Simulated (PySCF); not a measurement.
**CuO: energy against distance**

Set-up: PySCF, no relativity, basis sets Cu def2-TZVPP, O def2-TZVPP. Energies in eV from Cu (3d10 4s1) + O in their ground configurations at the same level. State: ²Π (doublet), unpaired electrons π ↑.

```
R (Å)   B97-3  r²SCAN     PBE   ωB97X
1.515  -1.755  -2.440  -2.611  -2.059
1.586  -2.242  -2.847  -3.033  -2.531
1.656  -2.510  -3.035  -3.231  -2.783
1.709  -2.610  -3.077  -3.278  -2.871
1.762  -2.649  -3.058  -3.264  -2.895
1.815  -2.639  -2.997  -3.205  -2.871
1.885  -2.574  -2.869  -3.081  -2.785
1.973  -2.435  -2.664  -2.879  -2.617
2.079  -2.219  -2.385  -2.606  -2.363
2.220  -1.896  -2.003  -2.233  -1.985
```

Problem. Put a parabola through the three lowest points of the B97-3 curve and estimate Re, k and ωe (reduced mass 12.75 u; 1 eV/Å² = 0.16022 mdyn/Å; ωe = 1302.8·√(k/μ) cm⁻¹).

Solution. Through R = 1.709, 1.762, 1.815 Å the second-order coefficient is 8.72 eV/Å², so Re ≈ 1.778 Å, k ≈ 2.79 mdyn/Å and ωe ≈ 610 cm⁻¹. A polynomial fit of higher order to the unrounded B97-3 energies gives Re = 1.776 Å, k = 2.47 mdyn/Å, ωe = 574 cm⁻¹; anharmonicity and rounding make the difference.

The higher-order fit for each curve: B97-3: Re = 1.776 Å, ωe = 574 cm⁻¹, De = 2.65 eV; r²SCAN: Re = 1.717 Å, ωe = 658 cm⁻¹, De = 3.08 eV; PBE: Re = 1.721 Å, ωe = 657 cm⁻¹, De = 3.28 eV; ωB97X: Re = 1.760 Å, ωe = 607 cm⁻¹, De = 2.90 eV.

⟨S²⟩ of the unrestricted solution departs from its pure value on part of the curve, where spin states mix. With d or f electrons several states lie close, and the lowest PBE0 determinant need not be the measured ground state.
